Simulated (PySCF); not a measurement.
**How methods differ on the ionisation energy of N⁺**

N⁺ [He] 2s2 2p2 (3P) → N²⁺ [He] 2s2 2p1 (2P), as a difference of total energies. All numbers are calculated (PySCF 2.14, the spin-free X2C one-electron Hamiltonian (Gaussian nucleus), in cc-pVTZ-DK). Correlated levels: valence: 1s2 frozen. The calculations carry no spin-orbit coupling.

```json
{"method": "UHF", "ionisation energy (eV)": "29.185"}
{"method": "LDA", "ionisation energy (eV)": "30.036"}
{"method": "MP2 (valence)", "ionisation energy (eV)": "29.598"}
{"method": "CCSD (valence)", "ionisation energy (eV)": "29.444"}
{"method": "CCSD(T) (valence)", "ionisation energy (eV)": "29.460"}
```

Q: Estimate what SCS-MP2 (valence) gives.

A: 29.462 eV, closest to CCSD(T) (valence) among the rows shown.

Q: Estimate what PBE gives.

A: 29.884 eV, closest to LDA among the rows shown.

Errors of the correlated levels include the incompleteness of this basis and the frozen core.

For comparison: 29.601 eV (semi-empirical (NIST evaluation); NIST Atomic Spectra Database, ionization energies).
